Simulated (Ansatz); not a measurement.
Relaxation of B₁₀P₁₀ with RKS PBE-D4/def2-SVP.

```sh
$ ansatz run in.yaml --threads 2 --pin off --events-out ev --progress --plain --max-ram 22528MiB --backend cuda --devices 0, --max-vram 18GiB
```

```yaml
crystal:
  periodic: [false, false, false]
  atoms:
    - {symbol: B, position_ang: [-1.780780, -1.767950, 0.249330]}
    - {symbol: B, position_ang: [-2.009220, 0.659070, -0.423040]}
    - {symbol: B, position_ang: [-1.386990, 0.728730, 1.501980]}
    - {symbol: B, position_ang: [-0.874260, 1.751660, -0.859070]}
    - {symbol: B, position_ang: [0.642210, -1.986120, -0.473000]}
    - {symbol: B, position_ang: [0.720850, -1.378390, 1.485340]}
    - {symbol: B, position_ang: [1.793060, -0.876170, -0.813180]}
    - {symbol: B, position_ang: [1.663260, 1.642000, -0.948820]}
    - {symbol: B, position_ang: [-0.272920, 1.832620, 1.092490]}
    - {symbol: B, position_ang: [1.842460, -0.266930, 1.117210]}
    - {symbol: P, position_ang: [-2.626500, -0.991450, -1.219820]}
    - {symbol: P, position_ang: [-1.009170, -2.566130, -1.261150]}
    - {symbol: P, position_ang: [-1.099120, -1.102410, 1.863480]}
    - {symbol: P, position_ang: [0.390040, 1.939820, -2.292180]}
    - {symbol: P, position_ang: [-3.002850, 1.610890, 0.894650]}
    - {symbol: P, position_ang: [-1.430580, 3.180570, 0.269810]}
    - {symbol: P, position_ang: [2.020510, 0.376870, -2.271000]}
    - {symbol: P, position_ang: [1.618950, -2.986910, 0.821030]}
    - {symbol: P, position_ang: [3.217310, -1.392540, 0.342860]}
    - {symbol: P, position_ang: [1.583730, 1.592780, 0.923100]}
basis:
  gaussian: {orbitals: def2-SVP}
hamiltonian: {xc: pbe, dispersion: d4}
scf: {lower_state_search: "off"}
output: {orbitals: {seedname: orbitals}}
relax: {f_tol: 0.03, max_steps: 70}
```

Hardware: 2 threads of AMD EPYC 7R13 on a shared host and a share (18 GiB) of an NVIDIA H100 80GB HBM3. Wall time 68 s.

Positions (Å) and forces (eV/Å) at steps 1, 2, 3, 4, 5, 6, 7, 8, 9, 10, 11, 12, 13, 14 of 29:

```xyz
20
step=1 energy=-99566.9246 eV
B    -1.781   -1.768    0.249    0.310    0.324    0.415
B    -2.009    0.659   -0.423   -1.001   -1.599    0.556
B    -1.387    0.729    1.502   -0.996   -0.354    0.486
B    -0.874    1.752   -0.859    1.804    0.916   -0.551
B     0.642   -1.986   -0.473   -1.817   -0.927    0.442
B     0.721   -1.378    1.485   -0.406   -0.938    0.263
B     1.793   -0.876   -0.813    1.040    1.629   -0.352
B     1.663    1.642   -0.949   -0.140   -0.159    0.570
B    -0.273    1.833    1.092    0.430    0.950   -0.168
B     1.842   -0.267    1.117    1.090    0.424   -0.020
P    -2.627   -0.991   -1.220   -0.600    0.383   -0.587
P    -1.009   -2.566   -1.261    0.363   -0.600   -0.630
P    -1.099   -1.102    1.863   -0.034   -0.033    0.159
P     0.390    1.940   -2.292   -0.583    0.374   -0.652
P    -3.003    1.611    0.895   -0.694   -0.160    0.370
P    -1.431    3.181    0.270    0.110    0.729   -0.091
P     2.021    0.377   -2.271    0.382   -0.583   -0.568
P     1.619   -2.987    0.821   -0.097   -0.701    0.184
P     3.217   -1.393    0.343    0.760    0.243    0.050
P     1.584    1.593    0.923    0.079    0.083    0.124
20
step=2 energy=-99567.4508 eV
B    -1.729   -1.705    0.198    0.174    0.188    0.412
B    -2.017    0.638   -0.379   -0.208   -0.859    0.143
B    -1.433    0.764    1.560   -0.299   -0.089    0.177
B    -0.832    1.758   -0.842    0.899    0.174   -0.301
B     0.608   -1.982   -0.440   -0.928   -0.212    0.100
B     0.756   -1.418    1.519   -0.137   -0.245    0.023
B     1.814   -0.843   -0.783    0.195    0.846   -0.217
B     1.599    1.569   -0.956   -0.026   -0.027    0.484
B    -0.296    1.883    1.123    0.131    0.242   -0.096
B     1.908   -0.284    1.165    0.334    0.109    0.029
P    -2.637   -0.968   -1.271   -0.277    0.295   -0.227
P    -1.002   -2.564   -1.319    0.321   -0.251   -0.274
P    -1.075   -1.081    1.849   -0.134   -0.129   -0.065
P     0.364    1.919   -2.342   -0.400    0.160   -0.223
P    -3.050    1.617    0.908   -0.257   -0.002    0.157
P    -1.450    3.210    0.249   -0.014    0.338    0.034
P     2.014    0.337   -2.310    0.196   -0.367   -0.186
P     1.634   -3.022    0.805    0.043   -0.309    0.128
P     3.268   -1.396    0.342    0.290    0.043    0.051
P     1.558    1.568    0.926    0.094    0.098   -0.147
20
step=3 energy=-99567.6550 eV
B    -1.713   -1.682    0.168    0.074    0.096    0.096
B    -1.948    0.552   -0.327    0.139   -0.273   -0.011
B    -1.440    0.765    1.620   -0.105    0.151   -0.139
B    -0.732    1.702   -0.817    0.164   -0.092   -0.157
B     0.519   -1.915   -0.402   -0.205    0.035   -0.117
B     0.753   -1.417    1.544    0.116    0.009   -0.053
B     1.762   -0.740   -0.741   -0.153    0.269   -0.045
B     1.573    1.539   -0.969   -0.040   -0.049    0.144
B    -0.285    1.891    1.147   -0.126   -0.012   -0.013
B     1.935   -0.266    1.217    0.059   -0.204   -0.112
P    -2.659   -0.959   -1.308    0.042    0.176    0.069
P    -1.005   -2.566   -1.370    0.148    0.025    0.029
P    -1.092   -1.098    1.845   -0.033   -0.026   -0.056
P     0.350    1.904   -2.391   -0.123   -0.009    0.086
P    -3.045    1.584    0.898    0.043    0.086    0.043
P    -1.431    3.192    0.218   -0.079   -0.023    0.074
P     2.022    0.315   -2.345   -0.006   -0.143    0.132
P     1.606   -3.015    0.777    0.097    0.044    0.027
P     3.260   -1.368    0.324   -0.023   -0.065    0.076
P     1.572    1.582    0.912    0.011    0.006   -0.072
20
step=4 energy=-99567.7068 eV
B    -1.663   -1.632    0.154   -0.046   -0.027   -0.043
B    -1.804    0.470   -0.272    0.103    0.236    0.271
B    -1.467    0.790    1.658    0.014   -0.183   -0.067
B    -0.676    1.678   -0.838   -0.167   -0.051    0.299
B     0.461   -1.903   -0.412    0.243    0.165    0.172
B     0.774   -1.417    1.533    0.003   -0.069   -0.070
B     1.633   -0.632   -0.666    0.018   -0.144    0.331
B     1.523    1.493   -0.947    0.016   -0.006   -0.055
B    -0.306    1.891    1.145   -0.034    0.048   -0.086
B     1.976   -0.277    1.252   -0.047    0.143   -0.113
P    -2.618   -0.910   -1.307   -0.192   -0.140   -0.193
P    -1.008   -2.565   -1.391   -0.131   -0.075   -0.158
P    -1.074   -1.088    1.835   -0.130    0.184    0.169
P     0.345    1.893   -2.408    0.062    0.018   -0.223
P    -3.025    1.556    0.856   -0.075   -0.004   -0.041
P    -1.441    3.174    0.185    0.037   -0.125   -0.013
P     1.985    0.269   -2.311    0.103    0.052   -0.273
P     1.606   -3.012    0.738   -0.041    0.126   -0.028
P     3.223   -1.353    0.282    0.078   -0.015   -0.057
P     1.554    1.573    0.914    0.187   -0.134    0.178
20
step=5 energy=-99567.7303 eV
B    -1.681   -1.626    0.152   -0.007    0.000   -0.043
B    -1.814    0.465   -0.253    0.006    0.043    0.100
B    -1.475    0.788    1.657   -0.035    0.061   -0.026
B    -0.669    1.649   -0.821   -0.030   -0.043    0.024
B     0.456   -1.867   -0.406    0.045    0.047   -0.019
B     0.766   -1.404    1.531   -0.085    0.050   -0.021
B     1.653   -0.624   -0.657    0.035   -0.011    0.117
B     1.535    1.482   -0.952   -0.012   -0.005   -0.027
B    -0.299    1.879    1.145    0.075   -0.055   -0.036
B     1.983   -0.278    1.247    0.025   -0.069   -0.018
P    -2.647   -0.905   -1.311    0.020   -0.036    0.011
P    -1.013   -2.539   -1.404    0.003   -0.013    0.013
P    -1.093   -1.079    1.844    0.094   -0.108   -0.017
P     0.346    1.865   -2.413    0.003    0.006    0.001
P    -3.043    1.550    0.860    0.063    0.023    0.029
P    -1.443    3.146    0.184   -0.010    0.047   -0.059
P     2.010    0.262   -2.324   -0.016    0.041   -0.006
P     1.607   -2.982    0.726   -0.006   -0.080   -0.047
P     3.247   -1.345    0.279   -0.073   -0.007    0.055
P     1.573    1.564    0.919   -0.096    0.110   -0.031
20
step=6 energy=-99567.7361 eV
B    -1.677   -1.630    0.146   -0.019    0.004   -0.006
B    -1.818    0.463   -0.236   -0.006   -0.034    0.009
B    -1.472    0.786    1.662   -0.006    0.072   -0.012
B    -0.675    1.638   -0.819    0.036    0.005   -0.058
B     0.464   -1.857   -0.412   -0.043   -0.028   -0.046
B     0.761   -1.404    1.522   -0.021    0.052    0.006
B     1.663   -0.617   -0.645    0.009    0.027   -0.001
B     1.530    1.484   -0.957    0.006   -0.003   -0.005
B    -0.298    1.876    1.136    0.023   -0.050    0.010
B     1.980   -0.273    1.250    0.003   -0.071    0.010
P    -2.646   -0.906   -1.312    0.015    0.026    0.034
P    -1.005   -2.534   -1.413    0.025    0.041    0.040
P    -1.092   -1.086    1.842    0.017   -0.025   -0.036
P     0.336    1.856   -2.418   -0.008   -0.029    0.056
P    -3.036    1.562    0.873   -0.003   -0.012    0.018
P    -1.438    3.149    0.173   -0.028   -0.003   -0.010
P     2.010    0.263   -2.325   -0.004   -0.010    0.041
P     1.597   -2.990    0.720    0.022    0.005   -0.024
P     3.243   -1.353    0.298    0.010    0.019    0.008
P     1.572    1.572    0.914   -0.029    0.015   -0.032
20
step=7 energy=-99567.7448 eV
B    -1.687   -1.617    0.137   -0.083   -0.066   -0.005
B    -1.805    0.448   -0.187    0.066    0.079    0.019
B    -1.480    0.801    1.687    0.026   -0.011   -0.028
B    -0.670    1.604   -0.828   -0.068   -0.011   -0.002
B     0.459   -1.833   -0.437    0.068    0.006   -0.048
B     0.754   -1.388    1.493    0.013    0.063   -0.002
B     1.668   -0.588   -0.602   -0.048   -0.089    0.071
B     1.531    1.468   -0.962    0.054    0.067   -0.050
B    -0.299    1.854    1.117   -0.006   -0.046    0.014
B     1.996   -0.277    1.274   -0.041   -0.008   -0.017
P    -2.659   -0.871   -1.300   -0.028    0.012    0.011
P    -1.011   -2.491   -1.437    0.015   -0.003   -0.008
P    -1.095   -1.083    1.830   -0.029    0.024    0.054
P     0.332    1.802   -2.427   -0.012   -0.004   -0.009
P    -3.045    1.558    0.902   -0.022   -0.007   -0.003
P    -1.453    3.121    0.143   -0.026    0.020   -0.019
P     2.029    0.234   -2.307    0.025   -0.007    0.002
P     1.602   -2.973    0.677    0.026   -0.024   -0.018
P     3.261   -1.338    0.321    0.025    0.003   -0.014
P     1.570    1.569    0.906    0.045    0.001    0.052
20
step=8 energy=-99567.7570 eV
B    -1.721   -1.623    0.140   -0.113   -0.056   -0.046
B    -1.791    0.437   -0.134    0.129    0.146   -0.004
B    -1.484    0.812    1.709    0.066   -0.054   -0.026
B    -0.672    1.573   -0.843   -0.148   -0.028    0.043
B     0.461   -1.817   -0.475    0.153    0.036   -0.058
B     0.740   -1.368    1.452    0.104    0.087   -0.026
B     1.676   -0.566   -0.556   -0.112   -0.173    0.094
B     1.554    1.472   -0.969    0.049    0.042   -0.093
B    -0.298    1.828    1.089   -0.100   -0.063    0.022
B     2.005   -0.278    1.293   -0.078    0.039   -0.015
P    -2.685   -0.836   -1.275   -0.005    0.025    0.021
P    -1.027   -2.448   -1.457    0.011   -0.061   -0.016
P    -1.102   -1.085    1.822   -0.058    0.066    0.092
P     0.337    1.746   -2.435   -0.002    0.036   -0.038
P    -3.054    1.552    0.934   -0.019    0.031   -0.006
P    -1.473    3.093    0.109   -0.029    0.001   -0.018
P     2.063    0.210   -2.279    0.011   -0.012    0.014
P     1.612   -2.957    0.628    0.035   -0.015   -0.035
P     3.284   -1.319    0.348    0.018   -0.034   -0.002
P     1.575    1.572    0.899    0.085   -0.014    0.096
20
step=9 energy=-99567.7182 eV rejected
B    -1.841   -1.638    0.144   -0.022    0.075   -0.386
B    -1.726    0.429    0.055    0.279    0.002   -0.279
B    -1.494    0.859    1.784    0.177   -0.313    0.220
B    -0.707    1.475   -0.902   -0.359    0.001    0.347
B     0.493   -1.780   -0.627    0.462    0.337    0.487
B     0.706   -1.286    1.294    0.473   -0.203   -0.574
B     1.691   -0.522   -0.378   -0.475   -0.363   -0.184
B     1.627    1.477   -0.993   -0.080   -0.162   -0.367
B    -0.311    1.722    0.987   -0.491    0.031   -0.204
B     2.031   -0.284    1.363   -0.142    0.382    0.137
P    -2.741   -0.683   -1.199    0.167    0.042    0.171
P    -1.079   -2.302   -1.523   -0.064   -0.204    0.231
P    -1.119   -1.080    1.788   -0.154    0.096    0.114
P     0.348    1.550   -2.459    0.205    0.226    0.105
P    -3.088    1.536    1.055    0.106    0.201   -0.257
P    -1.556    3.000   -0.007    0.020    0.026    0.093
P     2.151    0.097   -2.171   -0.124    0.057    0.158
P     1.666   -2.902    0.454    0.058    0.003    0.101
P     3.370   -1.248    0.454   -0.258   -0.283   -0.116
P     1.579    1.579    0.881    0.223    0.050    0.202
20
step=10 energy=-99567.7969 eV
B    -1.780   -1.636    0.145   -0.093    0.036   -0.175
B    -1.743    0.438   -0.054    0.061    0.014    0.064
B    -1.487    0.831    1.739   -0.051   -0.205    0.108
B    -0.695    1.544   -0.868   -0.035    0.137    0.011
B     0.482   -1.810   -0.532   -0.042   -0.150    0.038
B     0.729   -1.330    1.366    0.084   -0.031   -0.212
B     1.663   -0.560   -0.474   -0.011   -0.051    0.134
B     1.591    1.480   -0.978   -0.002   -0.074   -0.162
B    -0.311    1.778    1.038   -0.108    0.004   -0.124
B     2.012   -0.279    1.319    0.084    0.240    0.014
P    -2.694   -0.763   -1.245    0.024    0.007    0.075
P    -1.046   -2.395   -1.474    0.014   -0.100    0.047
P    -1.107   -1.082    1.806   -0.083    0.076    0.074
P     0.344    1.677   -2.439    0.043    0.060    0.005
P    -3.066    1.541    0.973    0.032    0.097    0.007
P    -1.511    3.064    0.065   -0.036   -0.058   -0.021
P     2.083    0.153   -2.226    0.007    0.044    0.033
P     1.643   -2.941    0.560    0.060    0.031   -0.071
P     3.316   -1.287    0.383   -0.067   -0.091    0.054
P     1.576    1.577    0.895    0.119    0.014    0.097
20
step=11 energy=-99567.8489 eV
B    -1.835   -1.645    0.144   -0.029    0.075   -0.133
B    -1.705    0.439    0.014    0.182    0.004   -0.068
B    -1.498    0.830    1.774    0.197   -0.039    0.009
B    -0.708    1.545   -0.893   -0.173   -0.002    0.157
B     0.483   -1.834   -0.571    0.212    0.072    0.143
B     0.722   -1.299    1.276    0.302    0.078   -0.293
B     1.654   -0.556   -0.403   -0.252   -0.205   -0.016
B     1.624    1.486   -0.989   -0.026   -0.094   -0.097
B    -0.323    1.738    0.987   -0.309   -0.145   -0.064
B     2.030   -0.258    1.341   -0.195    0.066    0.039
P    -2.692   -0.707   -1.226    0.001    0.080    0.056
P    -1.078   -2.389   -1.474    0.030   -0.079    0.085
P    -1.114   -1.086    1.791   -0.029    0.094    0.012
P     0.363    1.648   -2.445    0.043    0.069    0.064
P    -3.073    1.537    1.013    0.059    0.095   -0.102
P    -1.547    3.046    0.032   -0.025   -0.018    0.049
P     2.097    0.111   -2.183   -0.016   -0.016    0.070
P     1.674   -2.937    0.501    0.073    0.078    0.020
P     3.341   -1.266    0.423   -0.104   -0.133   -0.023
P     1.584    1.596    0.890    0.061    0.020    0.094
20
step=12 energy=-99567.8723 eV
B    -1.885   -1.635    0.135    0.045    0.076   -0.067
B    -1.642    0.440    0.088    0.047   -0.223   -0.121
B    -1.493    0.832    1.806   -0.052   -0.040    0.103
B    -0.738    1.550   -0.912   -0.190    0.002    0.220
B     0.502   -1.868   -0.609    0.275    0.136    0.237
B     0.730   -1.248    1.140   -0.222   -0.387    0.133
B     1.623   -0.569   -0.322   -0.031    0.015   -0.489
B     1.646    1.474   -0.992   -0.027   -0.120   -0.018
B    -0.358    1.675    0.921    0.058    0.177   -0.142
B     2.032   -0.236    1.361    0.033    0.106   -0.043
P    -2.676   -0.625   -1.210   -0.030    0.132   -0.025
P    -1.105   -2.378   -1.463    0.025   -0.125    0.042
P    -1.102   -1.075    1.759    0.076   -0.002    0.019
P     0.378    1.615   -2.434    0.040    0.089    0.006
P    -3.072    1.529    1.048    0.063    0.075   -0.135
P    -1.588    3.036    0.006    0.006    0.019    0.075
P     2.092    0.043   -2.125   -0.041   -0.008    0.013
P     1.718   -2.932    0.448    0.045    0.073    0.090
P     3.361   -1.237    0.465   -0.119   -0.120   -0.026
P     1.576    1.610    0.892   -0.003    0.126    0.129
20
step=13 energy=-99567.9116 eV
B    -1.850   -1.628    0.123   -0.057    0.060   -0.003
B    -1.638    0.441    0.061   -0.006   -0.256    0.068
B    -1.500    0.828    1.796    0.107    0.105   -0.035
B    -0.750    1.588   -0.884    0.099    0.107   -0.193
B     0.521   -1.899   -0.570   -0.216   -0.174   -0.118
B     0.724   -1.289    1.168    0.268    0.240    0.057
B     1.619   -0.592   -0.364    0.070    0.106   -0.112
B     1.615    1.464   -0.988    0.022   -0.040    0.109
B    -0.356    1.713    0.933   -0.097   -0.129    0.117
B     2.027   -0.234    1.335   -0.212   -0.109   -0.016
P    -2.630   -0.641   -1.248   -0.056    0.091   -0.030
P    -1.078   -2.422   -1.451    0.143    0.001    0.076
P    -1.099   -1.078    1.765   -0.121    0.084   -0.028
P     0.355    1.668   -2.427   -0.043   -0.042    0.098
P    -3.065    1.538    1.010    0.021    0.017   -0.007
P    -1.570    3.081    0.046   -0.065   -0.054    0.043
P     2.039    0.056   -2.159   -0.005   -0.010   -0.014
P     1.715   -2.957    0.512    0.134    0.051   -0.011
P     3.346   -1.257    0.442   -0.079   -0.029    0.031
P     1.574    1.620    0.899    0.094   -0.019   -0.033
20
step=14 energy=-99567.8749 eV rejected
B    -1.949   -1.612    0.094    0.216    0.038   -0.280
B    -1.583    0.393    0.104   -0.148   -0.030    0.210
B    -1.500    0.861    1.825   -0.113   -0.152   -0.169
B    -0.772    1.601   -0.876   -0.064    0.047    0.233
B     0.517   -1.966   -0.581    0.412   -0.098    0.315
B     0.735   -1.262    1.128   -0.215   -0.277   -0.127
B     1.621   -0.632   -0.404    0.221   -0.284    0.359
B     1.614    1.410   -0.963   -0.102    0.040   -0.265
B    -0.344    1.701    0.940   -0.026    0.286   -0.123
B     2.005   -0.204    1.317   -0.060   -0.002   -0.137
P    -2.600   -0.558   -1.299    0.048   -0.110    0.166
P    -1.104   -2.460   -1.434    0.023    0.086    0.243
P    -1.117   -1.056    1.705    0.000    0.151    0.018
P     0.346    1.657   -2.406    0.120   -0.064    0.067
P    -3.068    1.532    1.001    0.132   -0.218    0.054
P    -1.600    3.085    0.098    0.334   -0.102   -0.209
P     2.014    0.010   -2.180   -0.071    0.307    0.035
P     1.829   -2.937    0.536   -0.773    0.155   -0.271
P     3.356   -1.223    0.484    0.149    0.184   -0.193
P     1.601    1.659    0.911   -0.083    0.043    0.074
```
